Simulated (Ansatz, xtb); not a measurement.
Molecule: C₅H₇ (charge -1, singlet). It need not be the lowest isomer of its formula. Whether it binds its extra electron was not tested at this geometry. 
Geometry from a B3LYP-D3(BJ)/def2-TZVP (Ansatz, an electronic-structure program) optimisation:
```xyz
12

C      2.5188    -0.2574     0.2166
C      1.1576    -0.3714     0.2079
C      0.2024     0.6198    -0.2587
C     -1.1476     0.5856    -0.3002
C     -2.0153    -0.5530     0.1542
H      2.7636     0.7508    -0.2070
H      0.7052    -1.2968     0.5866
H      0.6741     1.5304    -0.6313
H     -1.6756     1.4515    -0.6955
H     -2.7114    -0.2493     0.9481
H     -2.6340    -0.9515    -0.6618
H     -1.4168    -1.3767     0.5421
```
Charge -1, spin multiplicity 1.

Harmonic wavenumbers from GFN2-xTB (xtb, at its own minimum), cm⁻¹: 96, 119, 224, 298, 400, 590, 600, 755, 883, 957, 992, 1006, 1056, 1095, 1195, 1290, 1327, 1373, 1400, 1464, 1499, 1515, 1631, 2361, 2830, 2865, 2897, 2904, 2931, 3037.

Q: Give the harmonic wavenumbers at B3LYP-D3(BJ)/def2-TZVP (Ansatz, finite differences of forces, unscaled).

A: 39, 125, 228, 367, 422, 622, 642, 781, 918, 964, 988, 1027, 1059, 1091, 1191, 1265, 1324, 1387, 1404, 1479, 1484, 1494, 1634, 2744, 2962, 2973, 2976, 3064, 3093, 3107 cm⁻¹. Zero-point energy 61.3 kcal/mol.
